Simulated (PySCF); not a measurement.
GaF, SMILES [F][Ga] (connectivity only; charge and spin as stated), neutral, multiplicity 1. Atoms are numbered in the order given.

```xyz
2

Ga     0.0000     0.0000    -0.4056
F      0.0000     0.0000     1.3971
```
Charge 0, spin multiplicity 1.

The structure is a stationary point at B3LYP-D3(BJ)/def2-TZVPD.

The numbers are results of PBE0/pcSseg-2 in PySCF, not measurements.

GIAO shieldings, no solvent; atoms alike by connectivity are averaged. δ = σ(ref) − σ: ¹⁹F against CFCl3 (σ = 165.8 ppm), references at their B3LYP-D3(BJ)/def2-TZVP geometries, non-relativistic.

Computed chemical shifts:
```json
[
 {"nucleus": "¹⁹F", "atoms": "F2", "count": "1", "δ (ppm)": "47.3"}
]
```
